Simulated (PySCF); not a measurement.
C2H8Cl2PSi2 (doublet state).
Z-matrix (Å and degrees, GFN2-xTB geometry), rows numbered from 1:
```
Si
P   1  2.2416
Si  2  2.2506  1  106.26
Cl  3  2.0554  2  108.04  1  -152.09
C   3  1.9313  2  106.85  1    96.21
C   5  1.5105  3  110.46  2   -45.51
Cl  6  1.7826  5  109.88  3   -54.32
H   1  1.4638  2  105.45  3   143.16
H   1  1.4606  2  106.02  3  -100.20
H   1  1.4602  2  112.54  3    22.63
H   2  1.3812  1   95.83  3   -95.88
H   5  1.0925  3  110.30  2    74.61
H   5  1.0901  3  110.28  2  -167.00
H   6  1.0906  5  112.55  3  -173.32
H   6  1.0920  5  111.14  3    63.19
```

The hyperfine couplings belong to this conformer and change with its torsions.

The species is `[SiH3]P[Si](Cl)CCCl` [radical].

The calculation used UKS B3LYP, pcH-1 on C Cl H P Si, non-relativistic, mean-field spin-orbit, GIAO (PySCF 2.14.0). The structure is a single GFN2-xTB conformer in the gas phase; no vibrational or solvent corrections. Couplings are sensitive to structure, and on GFN2-xTB geometries they can be far from those on DFT ones, by a factor of two or more for some ions and for spin on atoms past the first row. The SCF solution wasn't tested for stability.

Principal values of hyperfine tensors in MHz (contact, dipolar and spin–orbit terms together), for some of the nuclei:

```csv
atom,isotope,A1,A2,A3
Si3,29Si,-805.95,-599.00,-595.59
C5,13C,26.83,27.56,44.72
P2,31P,-96.88,-87.52,118.77
H12,1H,17.58,21.55,25.93
Cl4,35Cl,1.97,2.89,52.86
H14,1H,8.96,9.48,12.23
H10,1H,3.90,4.66,8.99
C6,13C,-3.72,-3.43,-1.68
```

(1) Split each tensor into its isotropic and traceless parts, and turn a_iso into mT with g = 2.0063.

(2) What spin density at the nucleus of H14 lies behind its contact coupling (g_N = 5.58569)?

(3) Si1 (29Si, g_N = -1.11058) isn't in the table. Its spin density at the nucleus is 0.01641 bohr⁻³. What is its contact coupling?

(4) What first-order splitting does C5 cause when the field lies along A1, A2 or A3 of its tensor (g taken as isotropic, no quadrupole term)?

Results:

(1) a_iso = (A1 + A2 + A3)/3, Ti = Ai − a_iso; 1 mT corresponds to 28.080 MHz. The tensors hold a spin–orbit part: the run splits a_iso into a_FC + a_SO, and T includes its anisotropic share.

| atom | a_iso (MHz) | a_FC | a_SO | a_iso (mT) | T1 | T2 | T3 |
| --- | --- | --- | --- | --- | --- | --- | --- |
| Si3 | -666.85 | -667.43 | 0.58 | -23.748 | -139.10 | 67.85 | 71.26 |
| C5 | 33.04 | 32.98 | 0.05 | 1.176 | -6.20 | -5.48 | 11.68 |
| P2 | -21.88 | -21.48 | -0.40 | -0.779 | -75.00 | -65.65 | 140.65 |
| H12 | 21.69 | 21.69 | 0.00 | 0.772 | -4.10 | -0.14 | 4.24 |
| Cl4 | 19.24 | 18.87 | 0.37 | 0.685 | -17.28 | -16.35 | 33.62 |
| H14 | 10.22 | 10.22 | 0.00 | 0.364 | -1.27 | -0.74 | 2.01 |
| H10 | 5.85 | 5.85 | 0.00 | 0.208 | -1.95 | -1.19 | 3.14 |
| C6 | -2.94 | -2.96 | 0.01 | -0.105 | -0.78 | -0.49 | 1.26 |

(2) a_FC = 800.24 MHz bohr³ × g_N × ρ(0)/(2S). With a_FC = 10.22 MHz and 2S = 1, ρ(0) = 0.002286 bohr⁻³. In magnitude that is 0.7 % of the 1/π = 0.318 of a free hydrogen atom.

(3) By the same relation, a_FC = -14.58 MHz. Its full tensor has the principal values -16.67, -13.81, -13.17 MHz.

(4) 2 lines (I = 1/2), spaced by |A_i|/(g × 13.996): 0.96, 0.98, 1.59 mT along the axes of A1, A2 and A3.
